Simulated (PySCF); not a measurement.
Species: o-cymene, C10H14.
Numbering: `[CH3:1][c:2]1[cH:3][cH:4][cH:5][cH:6][c:7]1[CH:8]([CH3:9])[CH3:10]` (hydrogens: H11, H12, H13 on C1; H14 on C3; H15 on C4; H16 on C5; H17 on C6; H18 on C8; H19, H20, H21 on C9; H22, H23, H24 on C10)

The calculation used PBE0-D3(BJ)/def2-SVP geometry optimisation, gas phase in PySCF.

Q: Give the optimised bond lengths and angles.

A: 
```csv
bond,length (Å),order
C1–C2,1.504,single
C2–C3,1.401,aromatic
C3–C4,1.392,aromatic
C4–C5,1.392,aromatic
C5–C6,1.392,aromatic
C6–C7,1.400,aromatic
C7–C8,1.518,single
"C8–C9, C8–C10",1.529,single
C2–C7,1.409,aromatic
"C1–H11, C1–H12, C1–H13",1.101,single
C3–H14,1.094,single
C4–H15,1.093,single
C5–H16,1.093,single
C6–H17,1.094,single
C8–H18,1.100,single
C9–H19 and 5 like bonds,1.101,single
```

Bonds in one row agree within 0.01 Å and their mean is given. Orders are formal, as drawn. A selection of angles:
```csv
angle,degrees
C2–C1–H11,112.0
H11–C1–H12,107.0
C1–C2–C3,119.4
C1–C2–C7,121.8
C3–C2–C7,118.8
C2–C3–C4,121.8
C2–C3–H14,118.7
C4–C3–H14,119.5
C3–C4–C5,119.4
C3–C4–H15,120.1
C5–C4–H15,120.5
C4–C5–C6,119.4
C4–C5–H16,120.5
C6–C5–H16,120.1
C5–C6–C7,121.9
C5–C6–H17,119.0
C7–C6–H17,119.2
C6–C7–C8,119.3
C2–C7–C6,118.8
C2–C7–C8,121.9
C7–C8–C9,111.5
C7–C8–H18,107.9
C9–C8–C10,111.5
C9–C8–H18,107.1
C8–C9–H19,111.2
H19–C9–H20,107.5
```

Torsions: C6–C7–C8–C9 -63° (synclinal).

The 6-membered ring C2–C3–C4–C5–C6–C7 has internal angles of 118.8° to 121.9°; it is planar, 0.00 Å rms from its mean plane, widest ring torsion 0°. Of the pairs four or more bonds apart, C1···H18 is among the closest relative to their van der Waals radii: 2.45 Å, 84 % of the sum of Bondi's values. The C–C distances run from 1.392 Å (C3–C4, aromatic) to 1.529 Å (C8–C9, drawn single), a spread of 0.137 Å.

PBE0-D3(BJ)/def2-SVP frequencies: not computed here. One conformer, not necessarily the lowest.
